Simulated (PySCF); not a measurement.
Electronic structure of B²⁺ (boron, charge +2) at the UHF level

Configuration: [He] 3d1, 2D determinant (an excited configuration). Computed with PySCF 2.14 in aug-cc-pVDZ (4s3p2d, 23 functions), with no relativity, point nucleus.

```json
{
 "Total energy": "-22.480361 hartree",
 "One-electron energy": "-26.0287 hartree",
 "Hartree (Coulomb) energy": "6.5808 hartree",
 "Exchange energy": "-3.0324 hartree",
 "Kinetic energy": "22.39769 hartree",
 "⟨S²⟩": "0.7500",
 "⟨L²⟩": "6.000",
 "Sum of ⟨r⟩": "4.218 bohr",
 "Sum of ⟨r²⟩": "14.72 bohr²",
 "Traceless quadrupole moment −½Σ⟨3z² − r²⟩ along its main axis": "4.13 e·bohr²",
 "Density at the nucleus (Gaussians lack the cusp)": "66.3 bohr⁻³",
 "Spin density at the nucleus": "-0.00108 bohr⁻³",
 "Langevin diamagnetic susceptibility": "-11.7 ×10⁻⁶ cm³/mol"
}
```

| shell | electrons | mean orbital energy (hartree) | rms radius, mean of both spins (bohr) |
| --- | --- | --- | --- |
| 1s α | 1 | -9.21856 | 0.377 |
| 1s β | 1 | -9.21852 | 0.377 |
| 3d α | 1 | -0.49493 | 3.80 |

The outer electron is Rydberg-like, and this basis confines it to a smaller radius and binds it less than a complete one would.

Spin-orbit constants ζ (cm⁻¹) from the X2C one-electron operator on these orbitals (non-relativistic here): bare nucleus, nucleus screened by l(l+1)(2l+1)/3 electrons, and screened by the Breit-Pauli mean field of the electrons.

| shell | bare | screened nucleus | mean field |
| --- | --- | --- | --- |
| 3d | 1.737 | 1.042 | 0.9890 |

To first order the Landé constant is A = 0.9890 cm⁻¹, so the lowest level has J = 3/2 and lies 0.000184 eV below the centre of the term.
